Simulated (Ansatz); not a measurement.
Correlation energies of `BBO[SiH](C)F` by basis set

```csv
atom,x (Å),y (Å),z (Å)
B1,2.4904,-1.7128,0.4512
B2,1.6111,-0.3576,0.0272
O3,0.2966,-0.1869,0.3329
Si4,-0.7322,1.0697,0.0669
C5,-2.3807,0.4109,-0.4234
F6,-0.8714,1.8599,1.4455
H7,3.1299,-1.7627,1.4647
H8,2.5861,-2.6620,-0.2764
H9,2.1714,0.5238,-0.5950
H10,-0.1274,2.0009,-0.9138
H11,-2.3100,-0.1359,-1.3669
H12,-2.7643,-0.2707,0.3393
H13,-3.0994,1.2234,-0.5523
```

The species carries charge 0 and has multiplicity 1. Geometry: relaxed with PBE0-D4/def2-TZVP. It is one conformer, not always the lowest. Frozen core, restricted reference, Ansatz. CBS rows extrapolate triple and quadruple zeta; past MP2 they add the triple-zeta difference.

```tsv
basis	HF (Eh)	MP2 corr.	CCSD corr.	(T)	CCSD(T) total
def2-SVP	?	?	-0.82245	-0.01863	?
def2-TZVPP	-554.81502	-0.96886	?	-0.03427	?
def2-QZVPP	-554.83771	-1.04565	–	–	–
CBS(def2)	-554.84083	?	-1.15438	as TZ	?
```

Fill in the withheld values. (Best estimate.)

Ansatz gave: def2-SVP HF (Eh): -554.37819; def2-SVP MP2 corr.: -0.76200; def2-SVP CCSD(T) total: -555.21927; def2-TZVPP CCSD corr.: -1.02071; def2-TZVPP CCSD(T) total: -555.87000; CBS(def2) MP2 corr.: -1.10253; CBS(def2) CCSD(T) total: -556.02948.
